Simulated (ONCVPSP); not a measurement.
**Reading a pseudo-wave (iron (Fe))**

Columns: radius, all-electron u(r) and pseudo u(r) of the 3p shell (level -60.96 eV) of iron in the configuration [Ne] 3s2 3p6 3d6 4s1.5 4p0.5; PBE, scalar-relativistic, ONCV scheme, ONCVPSP 4.0.1.

| r (bohr) | all-electron | pseudo |
| --- | --- | --- |
| 0.082 | -0.4594 | 0.0421 |
| 0.165 | -0.5853 | 0.1632 |
| 0.248 | -0.2694 | 0.3436 |
| 0.330 | 0.1789 | 0.5516 |
| 0.413 | 0.5890 | 0.7605 |
| 0.495 | 0.8859 | 0.9370 |
| 0.578 | 1.0689 | 1.0650 |
| 0.660 | 1.1514 | 1.1331 |
| 0.742 | 1.1611 | 1.1455 |
| 0.825 | 1.1208 | 1.1117 |
| 0.908 | 1.0494 | 1.0454 |
| 0.990 | 0.9625 | 0.9610 |
| 1.072 | 0.8690 | 0.8686 |
| 1.155 | 0.7742 | 0.7740 |
| 1.238 | 0.6831 | 0.6830 |
| 1.320 | 0.5994 | 0.5993 |
| 1.402 | 0.5228 | 0.5227 |
| 1.485 | 0.4531 | 0.4530 |
| 1.568 | 0.3912 | 0.3911 |
| 1.650 | 0.3372 | 0.3372 |
| 1.733 | 0.2894 | 0.2894 |
| 1.815 | 0.2483 | 0.2482 |
| 1.898 | 0.2122 | 0.2122 |
| 1.980 | 0.1814 | 0.1814 |
| 2.062 | 0.1549 | 0.1549 |
| 2.145 | 0.1318 | 0.1318 |

(1) How many radial nodes do the two functions have?

(2) At about which radius was the pseudo-wave matched?

(3) Is the pseudo-wave norm-conserving?

Answers

(1) The all-electron 3p function has n − l − 1 = 1; the pseudo-wave has 0, since the states of the same l below it are removed with the core.

(2) 1.25 bohr. The columns agree to 0.0005 from 1.07 bohr on; several derivatives are matched, so the curves merge somewhat inside the radius.

(3) Yes: the ONCV scheme keeps the norm inside the radius equal to the all-electron one, which fixes the energy derivative of the logarithmic derivative at the level.
